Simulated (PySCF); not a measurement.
## Si 2p3/2 core levels and what the atom is bonded to

Gas-phase molecules, one conformer each, relaxed by PBE0-D3(BJ)/def2-SVP with no frequency check. Core levels by delta-SCF with SCAN, pcX-2 on the ionised atom and pcseg-1 elsewhere, spin-free X2C (2p3/2 is the spin-free 2p value less a third of a first-order spin-orbit splitting); energies from the vacuum level.

| structure (SMILES) | Si bonded to | mean electronegativity of these (Pauling) | Si 2p3/2 (eV) |
| --- | --- | --- | --- |
| [SiH3][SiH]([GeH3])[GeH3] | 2 Ge + 1 Si + 1 H | 2.03 | 106.05 |
| C[SiH2]C[SiH3] | 2 C + 2 H | 2.38 | 106.38 |
| N[Si](Cl)([AsH2])P[SiH3] | 1 As + 1 Cl + 1 N + 1 P | 2.64 | ? |
| CO[SiH](Cl)C[SiH3] | 1 C + 1 Cl + 1 O + 1 H | 2.84 | 107.90 |
| CO[Si]([SiH3])(Cl)N[SiH3] | 1 Cl + 1 N + 1 O + 1 Si | 2.88 | 107.80 |
| Cl[SiH](Cl)Cl | 3 Cl + 1 H | 2.92 | 109.77 |
| CO[Si](O)([SiH3])Cl | 1 Cl + 2 O + 1 Si | 2.98 | 108.20 |
| [SiH3]N[Si](Br)(N[SiH3])N[SiH3] | 1 Br + 3 N | 3.02 | 107.78 |
| F[Si]([GeH3])([O][GeH3])[O][GeH3] | 1 F + 1 Ge + 2 O | 3.22 | 107.98 |

Question: Fit a straight line to the complete rows and predict the core level of Si in N[Si](Cl)([AsH2])P[SiH3], bonded to 1 As + 1 Cl + 1 N + 1 P.

Answer: E = 101.566 + 2.215·χ (8 points, rms 0.71 eV, correlation 0.750). At 2.64 this gives 107.41 eV; the calculation itself gave 107.47 eV, so the fit is off by 0.06. The points scatter widely, so the line says little.

For scale, for N[Si](Cl)([AsH2])P[SiH3]: hardware: 1 thread of Arm Neoverse V2 (aarch64), shared host; wall time 52 s, peak memory 0.74 GiB, launched as `OMP_NUM_THREADS=1 python cluster_run.py task.json out`.
